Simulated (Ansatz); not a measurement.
## Ansatz (development build ahead of 0.2.0) run

```yaml
crystal:
  periodic: [false, false, false]
  atoms:
    - { symbol: Al, position_ang: [0.0, 0.0, 0.0] }
    - { symbol: Cl, position_ang: [1.91263, 0.0, 0.0] }
    - { symbol: Cl, position_ang: [-0.95632, 1.65639, 0.0] }
    - { symbol: Cl, position_ang: [-0.95632, -1.65639, 0.0] }
basis:
  gaussian: { orbitals: cc-pVDZ }
hamiltonian:
  xc: hf
correlation:
  method: mp2
  frozen_orbitals: { Al: 5, Cl: 5 }
```

The input is written out in the form of the current development build from the run's settings.

Results

```yaml
Converged: yes
Reference_energy: -1620.60456 hartree
Correlation_energy: -0.45197 hartree
Total_energy: -1621.05653 hartree
Spin_squared_of_the_determinant: 0.000
```

Caution: no unrestricted run beside it, a lower state can exist.
